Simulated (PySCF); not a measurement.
A small calculation by hand: entropy of an ideal gas

CH₄N, SMILES N[CH2], multiplicity 2.

Coordinates come from a PBE-D3(BJ)/def2-TZVP optimisation. The isomer is the one that the SMILES or the coordinates give; other isomers of the formula were not compared.

PBE-D3(BJ)/def2-TZVP run with PySCF gives the harmonic wavenumbers 438, 577, 675, 913, 1209, 1284, 1430, 1598, 3085, 3194, 3443, 3546 cm⁻¹ and the rotational temperatures 6.9547, 1.3137, 1.1362 K. The molar mass is 30.05 g/mol, the symmetry number 1, the spin multiplicity 2.

Question: Work out the entropy at 298.15 K and 1 atm in the rigid-rotor, harmonic-oscillator model.

Answer: 
Translation (Sackur–Tetrode at 1 atm): S = R[1.5 ln M + 2.5 ln T − 1.16487] = 151.2 J/(mol K).
Rotation: q = (√π/σ) T^1.5/√(θA θB θC) = 2830, S = R[ln q + 3/2] = 78.6 J/(mol K).
Vibration: with u = 1.4388 ν/T, each mode gives R[u/(e^u − 1) − ln(1 − e^−u)]:
| ν (cm⁻¹) | modes | u | S (J/(mol K)) |
|---|---|---|---|
| 438 | 1 | 2.11 | 3.48 |
| 577 | 1 | 2.78 | 2.05 |
| 675 | 1 | 3.26 | 1.41 |
| 913 | 1 | 4.41 | 0.55 |
| 1209 | 1 | 5.83 | 0.17 |
| 1284 | 1 | 6.20 | 0.12 |
| 1430 | 1 | 6.90 | 0.07 |
| 1598 | 1 | 7.71 | 0.03 |
The stiffer modes add less than 0.005 each. Sum 7.9 J/(mol K).
Spin: R ln 2 = 5.8 J/(mol K).
Total 243.4 J/(mol K); the program's own thermochemistry gives 243.4. Translation makes up 62 % and vibration 3 %. Anharmonicity, hindered rotation and orbital degeneracy are left out.
